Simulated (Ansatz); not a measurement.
**One elementary step**

Start structure (GeAsNH₈, singlet), relaxed at PBE0-D4/def2-TZVP:

```
11
angstrom
Ge -1.1316 -0.4909 1.2262
N 0.6830 -0.2151 1.4160
H -1.8824 -0.7092 2.5608
H -1.2997 -1.7359 0.3439
H -1.6980 0.7574 0.5331
H 0.9618 0.2869 -1.2536
As 0.2539 0.4311 -2.5923
H 0.9141 0.6024 1.9644
H 1.1738 -1.0060 1.8110
H 0.4981 1.9327 -2.6333
H 1.5269 0.1464 -3.3762
```

The step: GeNH₅ ([NH2][GeH3]) + AsH₃ → GeAsH₅ ([GeH3][AsH2]) + NH₃; bonds formed: Ge1–As7, N2–H6; bonds broken: Ge1–N2, H6–As7. Computed with Ansatz 0.2.0 (basis: def2-TZVPP and def2-QZVPP); correlated methods freeze the cores. Filled d shells of the heavier atoms are correlated. The def2 sets are not built for correlating such inner shells, so the correlated values are less sure here. Extrapolation: Hartree–Fock as exp(−7.88 √X), correlation as X^−2.97. Energies below are by CCSD(T) at an estimated basis limit (MP2 extrapolated from triple and quadruple zeta, plus CCSD(T) − MP2 in triple zeta).

(1) What are the electronic barrier and the energy of the step, from the start structure to the end structure? (Judge from chemistry; the value comes from the calculation.)

The T1 diagnostic stays at or below 0.013.

Answers

(1) Computed: Barrier 1.226 eV; step energy -0.502 eV (downhill); reverse barrier, their difference, 1.727 eV. Barrier and step energy count from the start structure, the reverse barrier from the end structure.

The saddle point: One imaginary mode of 172i cm⁻¹.
```json
{"pair": "Ge1–As7", "start (Å)": "4.17", "saddle (Å)": "3.24", "end (Å)": "2.42"}
{"pair": "N2–H6", "start (Å)": "2.73", "saddle (Å)": "1.08", "end (Å)": "1.01"}
{"pair": "Ge1–N2", "start (Å)": "1.85", "saddle (Å)": "1.98", "end (Å)": "3.27"}
{"pair": "H6–As7", "start (Å)": "1.52", "saddle (Å)": "2.24", "end (Å)": "3.50"}
```

Zero-point energy (harmonic, PBE0-D4): ZPE is 1.948 eV at the start and 2.011 eV at the saddle, so the barrier goes from 1.226 to 1.288 eV.

Labels in which every atom is bracketed show which atoms are joined, not bond orders.

For scale, one of the runs: CCSD(T)/def2-TZVPP, 239 basis functions, launched by `ansatz run in.yaml --threads 8 --pin off --events-out ev --progress --plain --max-ram 19148MiB`. Time: 2.3 min of wall clock on 8 CPU threads of an Arm Neoverse V1; the host was shared. Peak host memory: 4.6 GiB.
